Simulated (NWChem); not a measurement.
Molecule: C2H6BFS; SMILES CSB(C)F

```xyz
11

B     -0.0022     0.8440    -0.0002
F      0.8226     1.8978     0.0001
C     -1.5602     1.0595    -0.0006
H     -2.0319     0.5975    -0.8779
H     -1.8118     2.1253    -0.0022
H     -2.0318     0.6003     0.8783
S      0.8480    -0.7631     0.0000
C     -0.5335    -1.9749    -0.0001
H     -1.1529    -1.8685     0.8932
H     -0.0803    -2.9683    -0.0001
H     -1.1528    -1.8685    -0.8936
```
Atoms are numbered in this order, from 1.

All runs: NWChem. STO-3G and 3-21G are far too small for this property and stand as cheap habits. Coordinates come from a B3LYP/6-31G* (spherical d) optimisation. GIAO values for the isolated, static molecule; σ is the absolute isotropic shielding, δ = σ(reference) − σ with the isolated reference molecule computed at the same levels (11B: boron trifluoride, 13C: tetramethylsilane, 19F: trichlorofluoromethane, 1H: tetramethylsilane).

| level | δ B1 (ppm) | δ F2 (ppm) | δ C3 (ppm) | δ H4 (rotor mean) (ppm) | σ S7 (ppm) | δ C8 (ppm) | δ H9 (rotor mean) (ppm) |
|---|---|---|---|---|---|---|---|
| KT2/pcSseg-1 | 41.7 | -60.2 | 3.3 | 0.61 | 506.2 | 16.3 | 1.94 |
| PBE/pcSseg-1 | 44.5 | [?] | 3.9 | 0.64 | [?] | [?] | 1.94 |
| Hartree-Fock/STO-3G | 49.4 | 49.8 | 8.9 | 0.67 | 767.5 | 22.1 | 0.91 |
| PBE0/pcSseg-1 | 44.6 | -35.2 | 4.3 | 0.66 | 506.8 | 15.9 | 1.93 |

Problem. Some entries are withheld; supply them.

Solution. 
- PBE/pcSseg-1, δ F2 (ppm): -45.0
- PBE/pcSseg-1, σ S7 (ppm): 472.0
- PBE/pcSseg-1, δ C8 (ppm): 16.9
